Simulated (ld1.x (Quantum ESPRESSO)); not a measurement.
## Plane-wave convergence, TM potential for hydrogen

hydrogen, norm-conserving Troullier–Martins (Kleinman–Bylander form), made with ld1.x (Quantum ESPRESSO) 7.5 (revPBE, scalar-relativistic). Core none, reference 1s1. Waves: 2p channel at 0.05 Ry: rc 1.05 bohr; 1s (bound): rc 2.16 bohr. Local part: the s channel. Core correction: none.

The pseudo-atom Hamiltonian at the reference potential is diagonalised in spherical Bessel functions j_l(qr) that vanish at 20 bohr, with q² up to the cutoff. All-electron valence levels (Ry): 1s -0.4810.

Task: How do the lowest levels (Ry) of each channel move with the cutoff, and are there ghosts?

Result:

```csv
cutoff (Ry),p #1,p #2,s #1,s #2,d #1,d #2,f #1,f #2,Σ f·Δε (mRy)
8,0.0229,0.0889,-0.4621,0.0042,0.0688,0.1720,0.1087,0.2477,18.9
10,0.0229,0.0889,-0.4725,0.0037,0.0688,0.1720,0.1087,0.2477,8.5
12,0.0229,0.0888,-0.4777,0.0035,0.0688,0.1720,0.1087,0.2477,3.2
15,0.0229,0.0888,-0.4799,0.0034,0.0688,0.1720,0.1087,0.2477,1.0
18,0.0229,0.0888,-0.4807,0.0033,0.0688,0.1720,0.1087,0.2477,0.2
21,0.0229,0.0888,-0.4807,0.0033,0.0688,0.1720,0.1087,0.2477,0.2
25,0.0229,0.0888,-0.4808,0.0033,0.0688,0.1720,0.1087,0.2477,0.2
400,0.0229,0.0888,-0.4810,0.0033,0.0688,0.1719,0.1087,0.2477,0.0
```

Result: no extra level below or beside the all-electron valence levels (p, s, d, f tested); 10 mRy is reached at 10 Ry and 1 mRy at 18 Ry.
